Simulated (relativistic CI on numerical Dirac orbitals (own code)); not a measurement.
# Ions with 41 electrons, Nb to Nd19+

Computed by Dirac-Coulomb-Breit CI, orbitals from a KLI potential per configuration, a model potential for QED, unscaled Slater integrals (own radial code, finite nucleus).

CI space (outside the closed core [Ar] 3d10): 4s²4p⁶4d⁵, 4s²4p⁶4d⁴5s, 4s²4p⁵4d⁶, 4s4p⁶4d⁶, 4s²4p⁶4d⁴5p, 4s²4p⁶4d³5s², 4s²4p⁶4d²5s²5p. Double excitations out of closed p, d and f shells are left out; levels of such configurations are missing from the list, as are those of other unlisted configurations, and high levels can miss mixing partners.

Energies above each ion's lowest level, in cm⁻¹. Levels are followed by their leading LS label, which can pass from one level to another where the coupling changes.

```
  Ion  4s²4p⁶4d⁵ ⁶S5/2  4s²4p⁶4d⁵ ⁴G5/2  4s²4p⁶4d⁵ ⁴G7/2  4s²4p⁶4d⁵ ⁴G9/2  4s²4p⁶4d⁵ ⁴G11/2  4s²4p⁶4d⁵ ⁴P1/2  4s²4p⁶4d⁵ ⁴D1/2
   Nb          13419.3                                                                                                       
  Mo+              0.0          18771.9          18869.0          18953.4           18998.1          18999.2          19990.0
 Tc2+              0.0          23264.6          23397.0          23488.5           23480.8          26309.4          28110.9
 Ru3+              0.0          26557.1          26768.4          26903.5           26862.1          30476.6          32807.7
 Rh4+              0.0          29389.9          29722.0          29924.9           29842.5          33935.9          36819.4
 Pd5+              0.0          31916.2          32427.0          32726.2           32590.5          37039.6          40556.5
 Ag6+              0.0          34184.0          34958.6          35389.7           35184.3          39920.4          44168.0
 Cd7+              0.0          36193.2          37357.1          37964.1           37668.8          42649.1          47733.9
 In8+              0.0          37920.4          39645.7          40482.7           40072.5          45271.1          51307.6
 Sn9+              0.0          39343.1          41838.9          42970.1           42415.0          47819.8          54930.4
Sb10+              0.0          40459.1          43946.3          45446.3           44710.8          50322.5          58638.8
Te11+                ?                ?                ?                ?                 ?                ?                ?
 I12+              0.0          41850.2          47940.6          50433.6           49208.0          55288.1          66449.7
Xe13+              0.0          42185.2          49851.5          52977.3           51431.7          57800.2          70623.8
Cs14+              0.0          42327.0          51728.7          55577.1           53656.8          60367.7          75029.4
Ba15+              0.0          42318.9          53597.8          58252.7           55901.3          63021.3          79710.8
La16+              0.0          42212.2          55491.9          61026.9           58189.8          65796.4          84718.0
Ce17+              0.0          42069.2          57451.8          63928.0           60554.2          68733.7          90107.5
Pr18+              0.0          41964.3          59526.5          66990.0           63035.3          71879.8          95942.9
Nd19+              0.0          41985.0          61772.7          70254.8           65683.0          75287.9         102295.0
```

Task: Fill in the row of Te11+.

Result: 4s²4p⁶4d⁵ ⁶S5/2 0.0, 4s²4p⁶4d⁵ ⁴G5/2 41285.6, 4s²4p⁶4d⁵ ⁴G7/2 45976.8, 4s²4p⁶4d⁵ ⁴G9/2 47928.7, 4s²4p⁶4d⁵ ⁴G11/2 46971.5, 4s²4p⁶4d⁵ ⁴P1/2 52803.9, 4s²4p⁶4d⁵ ⁴D1/2 62466.9 (cm⁻¹).

In the calculation the lowest level changes from 4s²4p⁶4d⁴5s ⁶D1/2 to 4s²4p⁶4d⁵ ⁶S5/2 at Mo+.

Between Z = 57 and 60 the energy of 4s²4p⁶4d⁵ ⁴G5/2 follows a local power law Z^-0.1. For orientation: electrostatic splittings inside a shell grow about linearly with the screened charge, excitations that change n as its square, and fine structure as its fourth power; written in Z itself the exponents are larger, since the screened charge grows faster in proportion.

The members near neutrality are the least accurate: they can be off by several eV, miss lower levels of configurations outside the list, or start from a wrong lowest level.
